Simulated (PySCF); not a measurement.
C2H7FOSi2. Atoms are numbered in the order given.

```xyz
13

C      2.6180    -0.6266     0.2269
C      1.6760     0.2229     0.6863
Si     0.3221     0.8791    -0.4116
F      0.5548     0.2079    -1.8902
O     -1.1801     0.4440     0.1541
Si    -1.9509    -0.8852     0.8366
H      2.6270    -0.9554    -0.8264
H      3.4151    -1.0293     0.8758
H      1.7053     0.5270     1.7496
H      0.3088     2.3623    -0.5812
H     -1.2088    -1.3470     2.0620
H     -3.3360    -0.4567     1.2200
H     -2.0243    -2.0170    -0.1502
```

Geometry: PBE-D3(BJ)/def2-SVP. The structure was generated by enumeration; whether it is a known compound was not checked. Other conformers were not sampled.

These are PySCF with TDA-PBE/def2-SVPD values and carry that method's errors.

Vertical excitations. Isolated molecule, no solvent.

```tsv
state	energy (eV)	λ (nm)	f	main pairs
S1	5.50	225	0.002	HOMO−1→LUMO 94 %
S2	5.67	219	0.001	HOMO−2→LUMO 98 %
S3	6.24	199	0.021	HOMO−3→LUMO 89 %
S4	6.48	191	0.085	HOMO→LUMO+1 70 %, HOMO→LUMO 21 %
S5	6.82	182	0.012	HOMO−1→LUMO+1 95 %
S6	6.99	177	0.008	HOMO→LUMO+2 99 %
S7	7.12	174	0.005	HOMO−2→LUMO+1 84 %
S8	7.13	174	0.005	HOMO−1→LUMO+2 53 %, HOMO−4→LUMO 27 %, HOMO−2→LUMO+1 14 %
S9	7.17	173	0.030	HOMO−4→LUMO 60 %, HOMO−1→LUMO+2 36 %
S10	7.32	169	0.017	HOMO−5→LUMO 88 %
T1	4.22	294	0	HOMO→LUMO 94 %
T2	5.16	240	0	HOMO−1→LUMO 96 %
T3	5.61	221	0	HOMO−2→LUMO 99 %
T4	6.04	205	0	HOMO−3→LUMO 96 %
```
Triplets are in the Tamm–Dancoff approximation.
